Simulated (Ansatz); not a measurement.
Computed with Ansatz on PBE0-D4/def2-TZVP structures; ΔE is electronic, products minus reactants. CCSD(T)/CBS is the MP2 limit (def2-TZVPP, def2-QZVPP) plus CCSD(T) − MP2 in def2-TZVPP, frozen cores. This one scheme is used for every species. DFT in def2-TZVPP. For Zn outer-core shells are correlated without core-valence functions, which leaves a few kJ/mol of doubt a bond. Scalar relativity is left out up to krypton. Each species was taken in one conformer, which may not be the lowest.

`[OH][Zn][SiH3]` + `O[SiH3]` → `O[SiH2][Zn][SiH3]` + H₂O  (formal exchange of groups at a Zn–O bond)

`[OH][Zn][SiH3]`:

Cartesian coordinates in Å:
```
O -1.681 -2.177 0.360
Zn -0.596 -0.782 0.122
Si 0.883 0.976 -0.325
H -2.265 -2.167 1.120
H 0.903 1.310 -1.776
H 2.273 0.634 0.083
H 0.484 2.206 0.416
```

`O[SiH3]`:

Z-matrix (Å, degrees):
```
Si
O 1 1.648
H 1 1.489 2 111.7
H 1 1.489 2 111.7 3 120.9
H 1 1.481 2 105.9 3 -119.6
H 2 0.957 1 117.9 3 -60.5
```

`O[SiH2][Zn][SiH3]`:

```xyz
10

O     1.967    0.096    2.364
Si    0.389    0.511    2.030
Zn   -0.310   -0.041   -0.215
Si   -0.994   -0.599   -2.447
H     2.646    0.493    1.818
H     0.168    1.964    2.322
H    -0.406   -0.239    3.042
H     0.169   -0.923   -3.325
H    -1.727    0.522   -3.107
H    -1.901   -1.784   -2.481
```

H₂O:

```xyz
3

O     0.065    0.236   -0.303
H     0.592    0.152    0.494
H    -0.656   -0.388   -0.191
```

| level | ΔE (kJ/mol) |
| --- | --- |
| r2SCAN-D4 | 47.7 |
| ωB97M-V | 46.2 |
| HF/CBS(def2) | 62.8 |
| CCSD/CBS(def2) | 50.7 |

(1) What does CCSD(T)/CBS give? (Best estimate.)

Largest T1 diagnostic among the species: 0.016.

Results:

(1) The calculation gave: +50.2 kJ/mol. The listed levels differ from it by -2.5, -4.0, 12.6, 0.5 kJ/mol.

The D4 term adds −3.8 kJ/mol with B3LYP and −2.3 kJ/mol with PBE0; it sums over pairs of atoms, weighted by their polarisabilities, and B3LYP, whose exchange is more repulsive, gets the larger term.

B3LYP here is the variant with VWN-RPA as its local correlation; programs differ in this.
